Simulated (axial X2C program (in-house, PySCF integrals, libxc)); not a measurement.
## What spin–orbit coupling does to SeH

Calculated with an in-house all-electron X2C program for linear molecules (integrals from PySCF). Spin-free means the one-electron spin-free X2C Hamiltonian; two-component (2c) means X2C with spin–orbit coupling and atomic mean-field two-electron Coulomb and Gaunt terms, so the difference of the two also holds small scalar two-electron terms. Basis: Se dyall-v3z [8s9p6d1f], H dyall-v3z [6s2p1d] (cores contracted in-house); Gaussian nuclei, density fitting, unrestricted open shells. Masses: Se 79.917 u, H 1.008 u.

Spin-free state: M_S = 1/2, Λ = 1 (beyond evenly filled blocks: π+α, π+β, π-α); fragments Se + H.

```json
{"level": "PBE0", "Re (Å)": "1.469", "ωe (cm⁻¹)": "2426.5", "De (eV)": "3.263", "μ (D)": "0.53"}
{"level": "HF", "Re (Å)": "1.454", "ωe (cm⁻¹)": "2550.3", "De (eV)": "2.115", "μ (D)": "0.60"}
{"level": "MP2", "Re (Å)": "1.462", "ωe (cm⁻¹)": "2484.1", "De (eV)": "3.135", "μ (D)": "n/a"}
{"level": "TPSS", "Re (Å)": "1.476", "ωe (cm⁻¹)": "2370.7", "De (eV)": "3.368", "μ (D)": "0.49"}
{"level": "M06", "Re (Å)": "1.472", "ωe (cm⁻¹)": "2411.6", "De (eV)": "3.350", "μ (D)": "0.45"}
```

Correlated methods: 7 electrons correlated (number of frozen shells: Se 3 s, 2 p, 1 d; H none), 117 virtual spin orbitals or spinors in MP2.

Dipoles are positive if H is the positive end.

Task: Within this multiplet, which Ω should lie lowest by the rule for regular and inverted multiplets?

Result: The open π shell holds three electrons, one hole, so the multiplet is inverted: Ω = Λ + 1/2 = 3/2. The PBE0 2c search agrees.

Two-component determinant lowest at the distance of the search:

Ω = 3/2 (⟨Sz⟩ = 0.50, ⟨Lz⟩ = 1.00 at HF); fragments Se + H.

```
level  Re (Å)  ωe (cm⁻¹)  De (eV)  μ (D)
 PBE0   1.470     2420.9    3.313   0.52
   HF   1.455     2544.9      n/a   0.59
  MP2   1.463     2479.4    3.117    n/a
 TPSS   1.476     2365.1      n/a   0.48
  M06   1.473     2405.9    3.323   0.44
```

Task: From the two tables, how do the constants change at the MP2 level (2c against spin-free)?

Result: At the MP2 level Re increases by 0.001 Å and ωe falls by 4.7 cm⁻¹; De changes by -0.018 eV.

The state is a single determinant with fixed occupations, the lowest that a limited PBE0 search found. Dissociation energies refer to the lowest single-determinant-based atoms at the same level and basis. De is not given where an atomic determinant may have missed its ground term or J level, or where the truncated virtual space spoils (T). Density functionals use the spin component along the axis (collinear). The functionals have no current-density term, which raises determinants with orbital currents, atoms included.
